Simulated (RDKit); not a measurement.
Job for RDKit: UFF on BFH4O3 (a complex), monomers drawn apart or pushed together.

```python
from rdkit import Chem
from rdkit.Chem import AllChem, rdDetermineBonds

blocks = [
'''7

O    -0.02765131   -0.57078924    1.55988282
B     0.28391544   -0.24984030    0.25821055
O     0.70114689   -1.27120850   -0.55616410
O     0.14055748    1.06236815   -0.07629553
H     0.08527875   -1.50524595    1.76027292
H     0.91708235   -1.04059172   -1.46275786
H     0.35372927    1.30290107   -0.98031794
''',
'''2

F    -0.95837412    0.94120105    3.84631844
H    -0.65481011    0.48989012    3.07732821
''',
]
mol = None
for b in blocks:
    f = Chem.MolFromXYZBlock(b)
    rdDetermineBonds.DetermineBonds(f, charge=0)
    mol = f if mol is None else Chem.CombineMols(mol, f)
Chem.SanitizeMol(mol)
print(Chem.MolToSmiles(Chem.RemoveHs(mol)))
ff = AllChem.UFFGetMoleculeForceField(mol, vdwThresh=100.0, ignoreInterfragInteractions=False)
e = ff.CalcEnergy()
print(f'UFF energy {e:.6f} kcal/mol')
```

The log:

```
F.OB(O)O
UFF energy 70.397082 kcal/mol
```

The run finished.

Cost: roughly 0.010 core-seconds.
